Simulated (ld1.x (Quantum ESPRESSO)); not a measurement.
## P, TM: configuration errors across variants

```
Element                 : phosphorus (P)
Generator               : ld1.x (Quantum ESPRESSO) 7.5
Type                    : norm-conserving Troullier–Martins (Kleinman–Bylander form)
Functional              : BLYP
Relativity              : scalar-relativistic
Frozen core             : [Ne]
Valence charge          : 5
Reference configuration : 3s2 3p2.5 (charge +0.5)
Partial waves           : 3p (bound): rc 1.70 bohr; 3s (bound): rc 1.65 bohr
Local potential         : the s channel
Core correction         : none
```

All-electron excitation energies from the reference (eV): (1) 3s2 3p3 -3.698; (2) 3s2 3p2 5.878; (3) 3s2 3p1 24.890; (4) 3s0 3p5 13.559; (5) 3s1 3p0 106.632; (6) 3s2 3p0 54.560; (7) 3s2 3p3.3 -4.961.

5 further variants failed, have other tests or another functional or relativity, and are left out.

Errors AE − PS in meV (a dash: test not solved or not reliable):

| change | (1) | (2) | (3) | (4) | (5) | (6) | (7) | bound ghosts |
| --- | --- | --- | --- | --- | --- | --- | --- | --- |
| base | +1.1 | +1.3 | +23 | +2.4 | +452 | +113 | +2.2 | none |
| wave 3s (bound): rc 1.65 bohr becomes 3s (bound): rc 2.50 bohr | +5.0 | +7.1 | +94 | +31 | +576 | +372 | +11 | none |
| core correction a·sin(br)/r model core inside 1.16 bohr | +1.0 | +1.0 | +20 | -2.2 | +267 | +85 | +1.9 | none |
| all radii scaled by about 1.16 (s 1.92, p 1.96 bohr) | +1.6 | +1.9 | +32 | -2.6 | +464 | +142 | +3.1 | none |
| core correction a·sin(br)/r model core inside 0.92 bohr | +1.0 | +0.9 | +16 | -6.3 | +152 | +63 | +1.8 | none |
| wave 3s (bound): rc 1.65 bohr becomes 3s (bound): rc 1.82 bohr | +1.3 | +1.6 | +28 | -1.9 | +459 | +128 | +2.6 | none |

(1) Give the same row for: wave 3p (bound): rc 1.70 bohr becomes 3p (bound): rc 2.24 bohr.

## Answers

(1) +1.1, +1.2, +21, +7.7, +425, +98, +2.2; bound ghosts: none.
